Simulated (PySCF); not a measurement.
Successive ionisation energies of one element at GMP2 (screened spin-orbit), starting from the ion with 19 electrons. Calculated with PySCF 2.14, two-component X2C-1e (Gaussian nucleus, no Breit or QED terms), each ion in its own even-tempered basis; GMP2 freezes the deep shells of the larger ions and drops the highest virtual spinors; eV.

1166.1, 1354.9, 1415.3, 1481.8, 1546.1, 1636.1, 1704.9, 1835.0, 1900.5, 4503.2, 4680.0, 4874.1

Task: Which element is it?

Result: Technetium (Tc, Z = 43); the list starts at Tc²⁴⁺. The hydrogenic estimate 13.606 eV × (q + 1)²/n² with q = 24 and n = 3 gives 944.84 eV for the first entry, a lower bound because the other electrons screen the nucleus only in part.
